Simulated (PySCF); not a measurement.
## Magnetisability: `C=CCC[O+](C)[BH2-]F`, C$_{5}$H$_{12}$BFO

Geometry (Å), atoms numbered from 1 in this order:
```xyz
20

C     3.435   -0.134    0.133
C     2.343    0.604    0.195
C     1.109    0.354   -0.616
C    -0.089    0.111    0.306
O    -1.335    0.188   -0.387
C    -1.575   -0.904   -1.253
B    -2.636    0.416    0.688
F    -2.227    1.507    1.403
H     4.303    0.084    0.731
H     3.511   -0.985   -0.525
H     2.291    1.452    0.864
H     1.276   -0.499   -1.276
H     0.894    1.236   -1.227
H     0.000   -0.859    0.811
H    -0.134    0.898    1.061
H    -2.566   -0.762   -1.678
H    -1.552   -1.854   -0.709
H    -0.832   -0.916   -2.053
H    -2.677   -0.577    1.346
H    -3.545    0.651   -0.036
```

Computed, not measured: PySCF, GIAO PBE0/pcSseg-1 magnetisability, rotational g tensor and spin-rotation constants, non-relativistic, gas phase. Geometry: GFN2-xTB.

Question: What are the magnetisability and the molar susceptibility?

Answer: Isotropic -1241 × 10⁻³⁰ J/T², or -74.8 × 10⁻⁶ cm³/mol; principal values -1308, -1226, -1190 × 10⁻³⁰ J/T², anisotropy 105 × 10⁻³⁰ J/T² (root of half the summed squared differences of the principal values). The susceptibility is in cgs units.

Question: Split it along the inertial axes a, b, c into diamagnetic and paramagnetic parts about the centre of mass, with the quadrupole moment.

Answer: 
| axis | χ (10⁻⁶ cm³/mol) | diamagnetic (10⁻⁶ cm³/mol) | paramagnetic (10⁻⁶ cm³/mol) | summed x² of all electrons (Å²) | quadrupole Θ (D Å) |
| --- | --- | --- | --- | --- | --- |
| a | -73.4 | -454.0 | 380.6 | 299.8 | -9.35 |
| b | -72.9 | -1373.4 | 1300.5 | 83.1 | +8.91 |
| c | -78.0 | -1624.7 | 1546.8 | 23.9 | +0.44 |

Anisotropies 2χaa − χbb − χcc = +4.1 and 2χbb − χaa − χcc = +5.5 × 10⁻⁶ cm³/mol. Θ is traceless in Buckingham's convention.

Question: And the rotational g tensor?

Answer: 
| axis | rotational constant (GHz) | g | nuclear part | electronic part |
| --- | --- | --- | --- | --- |
| a | 3.5491 | -0.0249 | 0.6097 | -0.6345 |
| b | 0.9429 | -0.0116 | 0.5645 | -0.5760 |
| c | 0.7839 | -0.0059 | 0.5637 | -0.5696 |

Asymmetric top; isotopes 11B, 12C, 19F, 1H, 16O; no vibrational averaging.
